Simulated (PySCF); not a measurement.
## Excitation energy of Be⁺ by level of theory

Be⁺ [He] 2s1 (2S) → Be⁺ [He] 2p1 (2P), as a difference of total energies. Computed with PySCF 2.14 in aug-cc-pV5Z (7s6p5d4f3g2h, 127 functions), with the non-relativistic Hamiltonian (point nucleus). The calculations carry no spin-orbit coupling.

```
 method  excitation energy (eV)  error (eV)
    UHF                   3.986      +0.027
    LDA                   3.492      -0.467
    PBE                   3.440      -0.519
   PBE0                   3.583      -0.376
 r2SCAN                   3.522      -0.437
LC-wPBE                   3.715      -0.244
  B97-3                   3.449      -0.510
  HSE06                   3.566      -0.393
```

Reference: 3.959 eV (measured; NIST levels, between the centres of gravity of the two terms).
